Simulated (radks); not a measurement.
Values are calculated unless marked as measured or tabulated.
Effect of the nuclear size on the zirconium ion Zr3+, [Kr] 4d1. Code: a radial shooting solver on a logarithmic mesh with Libxc functionals. Model: Dirac Kohn-Sham, LDA (Slater exchange, Perdew-Wang correlation), spin-unpolarised, spherical densities, finite nucleus; open shells fill j = l - 1/2 first; Fermi nuclear charge, rms radius 4.2694 fm. The rms radius is varied about that value; shifts are against it.

| rms radius (fm) | total energy shift (eV) | density at nucleus (e/bohr^3) | 1s1/2 shift (meV) | 2s1/2 shift (meV) | 4s1/2 shift (meV) | 4p1/2 shift (meV) | 5s1/2 (empty) shift (meV) |
|---|---|---|---|---|---|---|---|
| 3.5906 | -0.319 | 7.567e+04 | -135 | -14.2 | -0.378 | 0.038 | -0.073 |
| 3.9535 | -0.155 | 7.496e+04 | -65.5 | -6.89 | -0.183 | 0.018 | -0.035 |
| 4.2694 | 0 | 7.44e+04 | 0.000 | 0.000 | 0.000 | 0.000 | 0.000 |
| 4.4914 | 0.115 | 7.403e+04 | 48.8 | 5.12 | 0.136 | -0.014 | 0.026 |
| 5.2556 | 0.552 | 7.29e+04 | 234 | 24.5 | 0.653 | -0.065 | 0.126 |

Slopes of the eigenvalues against <r^2> in GHz/fm^2, as finite differences over the two radii next to the reference (eigenvalue slopes, not the field-shift constants of lines): 1s1/2 6090, 2s1/2 639, 4s1/2 17.0, 4p1/2 -1.70, 5s1/2 (empty) 3.29.
